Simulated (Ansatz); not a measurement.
Al₂B₃, relaxed as a quartet with UKS PBE0-D4/def2-SVP in Ansatz, starting from the PBE0-D4/def2-SVP geometry of the neutral doublet. Force threshold 0.02 eV/Å.

The relaxation made no stability test and no search for a lower SCF solution. At PBE0-D4/def2-SVP a doublet of charge 0 lies 1.01 eV below the quartet, each at its own geometry. The structure comes from a short search, and lower isomers may exist.

Start:

```xyz
5

B     1.256    1.114    0.613
B     0.721   -0.213    0.035
B    -0.279    1.194    0.400
Al   -1.682   -0.087   -0.298
Al   -0.017   -2.007   -0.750
```

(1) Estimate the energy that the relaxation releases and the steps that it takes.

(2) Does the start keep its bonding and symmetry?

(3) Predict the relaxed structure.

## Answers

(1) 33.6 kJ/mol, in 7 steps; 8.5 s on 4 threads of Arm Neoverse V1 on a shared host. No frequencies were taken in this run, so the end may be a saddle point.

(2) By distances, no bond broke or formed. The bond that changes most is B1–B2, from 1.54 to 1.72 Å (atoms count from 1). Point group Cs at the start, Cs at the end, both within 0.05 Å.

(3) 
Cartesian coordinates in Å:
```
B 1.321 1.214 0.660
B 0.605 -0.216 0.015
B -0.206 1.155 0.397
Al -1.711 -0.107 -0.310
Al -0.009 -2.046 -0.763
```
Bond lengths (bridged metal pairs left out): 3 × B–B 1.55 to 1.72 Å; 3 × Al–B 2.08 to 2.34 Å; 1 × Al–Al 2.62 Å.
